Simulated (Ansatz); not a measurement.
The same ligand exchange along the group Al, Ga, In.

Computed with Ansatz on PBE0-D4/def2-TZVP structures; ΔE is electronic, products minus reactants. CCSD(T)/CBS is the MP2 limit (def2-TZVPP, def2-QZVPP) plus CCSD(T) − MP2 in def2-TZVPP, frozen cores. This one scheme is used for every species. def2 core potentials past Kr. For Ga, In outer-core shells are correlated without core-valence functions, which leaves a few kJ/mol of doubt a bond. Scalar relativity is left out up to krypton. Each species was taken in one conformer, which may not be the lowest.

| reaction | CCSD/CBS(def2) (kcal/mol) | CCSD(T)/CBS(def2) (kcal/mol) |
| --- | --- | --- |
| `C[O][Al]([CH3])[Cl]` + `N=C=O` → `[CH3][Al]([Cl])[N]=C=O` + CH₃OH | -2.2 | -1.8 |
| `C[O][Ga]([CH3])[Cl]` + `N=C=O` → `[CH3][Ga]([Cl])[N]=C=O` + CH₃OH | -8.1 | -7.5 |
| `C[O][In]([CH3])[Cl]` + `N=C=O` → `[CH3][In]([Cl])[N]=C=O` + CH₃OH | -9.8 | -9.0 |

Largest T1 diagnostic: 0.018, for `N=C=O`.
